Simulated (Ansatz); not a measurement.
C2H4OSi, SMILES `C[Si]C=O` (excited triplet; C–Si–C–O torsion 0°) (charge 0, multiplicity 3). This triplet is an excited state, 0.88 eV above the relaxed singlet at the level frozen-core CCSD(T)/cc-pVTZ // B3LYP-D3(BJ)/def2-TZVP (Ansatz, a first-principles code).

Z-matrix (Å, degrees):
```
Si
C 1 1.8923
O 2 1.2193 1 118.51
H 2 1.1036 3 121.78 1 180.00
C 1 1.8926 2 112.54 4 -179.91
H 5 1.0910 1 110.89 2 122.86
H 5 1.0913 6 108.21 1 -121.87
H 5 1.0913 6 109.16 7 -118.59
```
Charge 0, spin multiplicity 3.

Frozen-core energies in 6-31g from Ansatz at a geometry from B3LYP-D3(BJ)/def2-TZVP; the HF reference has <S^2> = 2.16 and the T1 diagnostic is 0.040.

```
level    energy (Ha)
-------  -----------
HF        -441.66511
MP2       -441.98605
CCSD      -442.02949
CCSD(T)   -442.04023
```

Problem. Estimate the energies of CCSDT and CCSDT(Q), and give each level's difference from CCSDT(Q).

Solution. 
```csv
level,energy (Ha),difference from CCSDT(Q) (mHa)
MP2,-441.98605,57.61
CCSD,-442.02949,14.16
CCSD(T),-442.04023,3.43
CCSDT,-442.04219,1.46
CCSDT(Q),-442.04365,0.00
```
